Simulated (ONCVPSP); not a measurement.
Pseudopotential generation for lanthanum: ONCV, PBE, scalar-relativistic.

```
Element                 : La
Generator               : ONCVPSP 4.0.1
Type                    : optimised norm-conserving Vanderbilt (ONCV)
Functional              : PBE
Relativity              : scalar-relativistic
Frozen core             : [Kr] 4d10
Valence charge          : 11
Reference configuration : 5s2 5p6 5d1 (charge +2)
Partial waves           : 5s: rc 1.70 bohr, ncon 3, nbas 8, qcut 3.7 1/bohr, 3 projectors, debl 0.6 Ha; 5p: rc 2.15 bohr, ncon 4, nbas 8, qcut 7.4 1/bohr, 2 projectors, debl 2.9 Ha; 5d: rc 2.35 bohr, ncon 3, nbas 6, qcut 4.2 1/bohr, 2 projectors, debl 2.4 Ha; f scattering state at 0.39 Ha: rc 1.85 bohr, ncon 4, nbas 7, qcut 5.8 1/bohr, 2 projectors, debl 3 Ha
Local potential         : polynomial inside 1.55 bohr (lpopt 1, dvloc0 0 Ha)
Core correction         : polynomial model core, fcfact 0.55
```

In the s channel the program set the typed energies aside and used -1.893, 0.250, 0.850 Ha. In the f channel the program set the typed energies aside and used -0.624, 2.376 Ha.

Results:

```json
{
  "Cutoffs needed": "59 Ha and 96 Ha (the cutoffs (Ha) at which the residual kinetic energy of the hardest occupied pseudo-wave falls to 1 and 0.1 mHa per electron)",
  "Ghost test": "no bound ghost flagged; GHOST(+) flagged for s at 223.0 eV",
  "Largest excitation error": "-2.1 meV (all-electron minus pseudo) for 5s2 5p6 5d1 6s2, out of 4 test configurations",
  "rms error of d²Exc/dni dnj": "3.51 mHa without and 0.99 mHa with the model core"
}
```

Generation and tests took about 5.6 s on one core of a shared server CPU.
